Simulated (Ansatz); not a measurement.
System: CW (charge 0, triplet). The spin state was set by rule; other spins were not relaxed. SMILES: [C][W]
Coordinates optimised at B3LYP-D3(BJ)/def2-TZVP (Ansatz, a program for electronic structure):
```xyz
2

W      0.0000     0.0000    -0.1279
C      0.0000     0.0000     1.5774
```
Charge 0, spin multiplicity 3.

Quantity: vertical ionisation energy (to the doublet state of charge +1; each state is the SCF solution reached for its spin; the UHF <S^2> is 2.51 for the doublet (pure: 0.75) and 3.06 for the triplet (pure: 2.00); for the doublet T1 is 0.132; for the triplet T1 is 0.117), in eV. Valence correlation only, unless marked. UHF or UKS for open shells. No spin-orbit coupling. The frozen core is the preceding noble-gas configuration, with the filled d and f shells of earlier blocks. Past Kr the def2 sets carry scalar-relativistic core potentials. CBS(X,Y): correlation extrapolated as X^-3; Hartree-Fock from the larger set.

```
level                                 program  vertical ionisation energy (eV)
------------------------------------  -------  -------------------------------
SVWN5/def2-TZVPD                       Ansatz                             8.52
PBE/def2-TZVPD                         Ansatz                             8.24
r2SCAN/def2-TZVPD                      Ansatz                       (withheld)
B3LYP/def2-TZVPD                       Ansatz                             8.18
PBE0/def2-TZVPD                        Ansatz                             8.06
BHLYP/def2-TZVPD                       Ansatz                             7.80
wB97M-V/def2-TZVPD                     Ansatz                       (withheld)
wB97X-V/def2-TZVPD                     Ansatz                       (withheld)
CCSD/def2-SVPD                         Ansatz                             7.67
CCSD/def2-TZVPPD                       Ansatz                             7.80
CCSD/def2-QZVPPD                       Ansatz                             7.83
CCSD(T)/CBS(def2-TZVPPD,def2-QZVPPD)   Ansatz                       (withheld)
```

Task: Complete the blanks.

Result: 
- r2SCAN/def2-TZVPD, vertical ionisation energy (eV): 8.11
- wB97M-V/def2-TZVPD, vertical ionisation energy (eV): 7.93
- wB97X-V/def2-TZVPD, vertical ionisation energy (eV): 7.85
- CCSD(T)/CBS(def2-TZVPPD,def2-QZVPPD), vertical ionisation energy (eV): 7.97
